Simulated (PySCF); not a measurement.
4-fluoropyridine (Fc1ccncc1, C5H4FN)

Cartesian coordinates in Å; atom numbers follow the order of the lines, from 1:
```xyz
11

F    -0.313    2.162    0.154
C    -0.208    0.842    0.077
C    -1.353    0.060    0.007
C    -1.176   -1.321   -0.072
N     0.013   -1.918   -0.083
C     1.092   -1.143   -0.015
C     1.047    0.248    0.067
H    -2.342    0.519    0.015
H    -2.053   -1.975   -0.128
H     2.063   -1.651   -0.026
H     1.951    0.857    0.121
```

Theory: quadratic response CAM-B3LYP/def2-TZVPD first hyperpolarisability, Taylor convention, gas phase (PySCF). Geometry: PBE0-D3(BJ)/def2-SVP.

Task: Give the tensor of the second harmonic β(−2ω;ω,ω) at 1064 nm in the axes of these coordinates.

Result: In au, Taylor convention; rows are the first index (the induced dipole):
```tsv
	xx	yy	zz	xy	xz	yz
x	+3.6	-13.2	-0.8	-14.4	-0.8	-1.2
y	-14.4	+134.3	+9.3	-13.2	-1.2	+6.8
z	-0.8	+6.8	+1.5	-1.2	-0.7	+8.1
```
Norm of βᵢ = ⅓ Σⱼ (βᵢⱼⱼ + βⱼᵢⱼ + βⱼⱼᵢ): 129.0 au, hyper-Rayleigh value 56.0 au.
